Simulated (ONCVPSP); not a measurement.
**Plane-wave convergence, ONCV potential for Br (Z = 35)**

| Property | Result |
| --- | --- |
| Element | Br |
| Generator | ONCVPSP 4.0.1 |
| Type | optimised norm-conserving Vanderbilt (ONCV) |
| Functional | PBE |
| Relativity | scalar-relativistic |
| Frozen core | [Ar] |
| Valence charge | 17 |
| Reference configuration | 3d10 4s2 4p5 |
| Partial waves | 4s: rc 1.05 bohr, ncon 3, nbas 6, qcut 5.5 1/bohr, 2 projectors, debl 2.6 Ha; 4p: rc 1.25 bohr, ncon 4, nbas 8, qcut 7 1/bohr, 2 projectors, debl 1.5 Ha; 3d: rc 1.05 bohr, ncon 3, nbas 8, qcut 14.2 1/bohr, 2 projectors, debl 0.4 Ha |
| Local potential | polynomial inside 0.85 bohr (lpopt 3, dvloc0 0 Ha) |
| Core correction | Teter function, fcfact 3, rcfact 1.05 |

In the d channel the program set the typed energies aside and used -2.452, 0.250 Ha.

Q: For each optimised wave give the share of its norm inside rc, the residual kinetic energy above qcut (Ha) and the cutoffs (Ha) for errors of 10, 1, 0.1 and 0.01 mHa per electron.

A:

| wave | norm inside rc | residual KE | 10 mHa | 1 mHa | 0.1 mHa | 0.01 mHa |
| --- | --- | --- | --- | --- | --- | --- |
| 4s | 0.124 | 2.6e-02 | 43.7 | 96.2 | 136.4 | not reached |
| s projector 2 | 0.082 | 4.6e-03 | 12.2 | 126.0 | 157.3 | 217.7 |
| 4p | 0.129 | 1.3e-03 | 3.9 | 30.2 | 123.5 | 164.7 |
| p projector 2 | 0.103 | 3.5e-03 | 16.0 | 63.9 | 167.1 | 213.2 |
| 3d | 0.929 | 2.2e-05 | 75.7 | 86.0 | 94.7 | 181.9 |
| d projector 2 | 0.015 | 3.7e-06 | 57.9 | 74.8 | 86.8 | 96.7 |

The occupied waves need 96 Ha and 136 Ha for 1 and 0.1 mHa. Note: ghosts flagged at negative energy: s at -429.8 eV, p at -138.1 eV; GHOST(+) flagged for s at 116.7 eV. A true bound ghost makes a file unfit for plane-wave use.
